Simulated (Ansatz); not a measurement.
`[OH][Ga]([Cl])[Cl]` + H–F → `[OH][Ga]([F])[Cl]` + HCl at 298.15 K and 1 bar (ligand exchange at a Ga–Cl bond).

Gas-phase electronic energies from Ansatz, PBE0-D4/def2-TZVP geometries. CCSD(T)/CBS adds triple-zeta CCSD(T) − MP2 to the extrapolated MP2 energy (def2 sets, frozen cores). This one scheme is used for every species. For Ga outer-core shells are correlated without core-valence functions, which leaves a few kJ/mol of doubt a bond. Scalar relativity is left out up to krypton. Each species was taken in one conformer, which may not be the lowest.

| species | CCSD(T)/CBS energy (Eh) | H − E (kJ/mol) | S (J/(mol·K)) |
| --- | --- | --- | --- |
| `[OH][Ga]([Cl])[Cl]` | -2919.41483 | 60.7 | 335.1 |
| H–F | -100.39570 | 33.5 | 173.6 |
| `[OH][Ga]([F])[Cl]` | -2559.41427 | 62.0 | 324.1 |
| HCl | -460.38127 | 26.6 | 186.8 |

H − E and S are ideal-gas, rigid-rotor, harmonic terms from PBE0-D4/def2-TZVP, for one conformer and one mirror image of each species. 1 Eh = 2625.50 kJ/mol, R = 8.31446 J/(mol·K).

**Question.** By hand: ΔE, ΔH, ΔS and ΔG.

**Answer.** ΔE = (-2559.41427) + (-460.38127) − (-2919.41483) − (-100.39570) = 0.01499 Eh = 39.4 kJ/mol. Δ(H − E) = 62.0 + 26.6 − 60.7 − 33.5 = -5.6, so ΔH = 33.8 kJ/mol. ΔS = 324.1 + 186.8 − 335.1 − 173.6 = 2.2 J/(mol·K). ΔG = 33.8 − 298.15 × (2.2)/1000 = 33.1 kJ/mol.

**Question.** By hand: the equilibrium constant, and the temperature at which ΔG would vanish if ΔH and ΔS stayed fixed.

**Answer.** log₁₀ K = −ΔG/(RT ln 10) = -5.8. ΔG = 0 at ΔH/ΔS = 15364 K, far beyond where these terms or the molecules hold.

The number of gas molecules stays the same, so ΔS is small and ΔH decides. A doubt of 5 kJ/mol in ΔE shifts log₁₀ K by 0.9 here. Other conformers and mirror images would add mixing entropy, several J/(mol·K) or more a flexible species. These are equilibria of isolated gas molecules and say nothing of rates. Largest T1 diagnostic: 0.014 (customary marks: 0.02 for closed shells, 0.045 for open ones).
